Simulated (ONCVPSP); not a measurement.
**Configuration tests for Ta (Z = 73) (ONCV)**

```json
{
 "Element": "tantalum (Ta)",
 "Generator": "ONCVPSP 4.0.1",
 "Type": "optimised norm-conserving Vanderbilt (ONCV)",
 "Functional": "PBE",
 "Relativity": "scalar-relativistic",
 "Frozen core": "[Xe] 4f14",
 "Valence charge": "5",
 "Reference configuration": "5d3 6s2",
 "Partial waves": "6s: rc 2.90 bohr, ncon 4, nbas 8, qcut 2.4 1/bohr, 2 projectors, debl 1.8 Ha; p scattering state at 0.23 Ha: rc 2.65 bohr, ncon 4, nbas 7, qcut 2.6 1/bohr, 1 projector; 5d: rc 2.30 bohr, ncon 3, nbas 7, qcut 8 1/bohr, 3 projectors, debl 3.9 Ha",
 "Local potential": "polynomial inside 1.65 bohr (lpopt 3, dvloc0 4 Ha)",
 "Core correction": "Teter function, fcfact 4, rcfact 1.6"
}
```

In the p channel the program set the typed energies aside and used 0.050 Ha.

Energies are relative to the spin-unpolarised reference configuration 5d3 6s2; without spin polarisation the order of configurations can differ from experiment.

```csv
valence configuration,charge,ΔE all-electron (eV),error AE − PS (meV)
5d3 6s0,+2,23.440,-340
5d2 6s0,+3,47.043,-710
5d3 6s0 6p2,0,8.595,-76
```

(1) What are ΔE and the potential's error for 5d3 6s1?

Levels in the configuration 5d3 6s0:

```tsv
level	all-electron (eV)	pseudo (eV)
5d	-18.312	-18.553
```

Note: no bound ghost flagged; GHOST(+) flagged for s at 56.0 eV.

Answers

(1) ΔE = 8.468 eV all-electron; the error (AE − PS) is -66 meV.
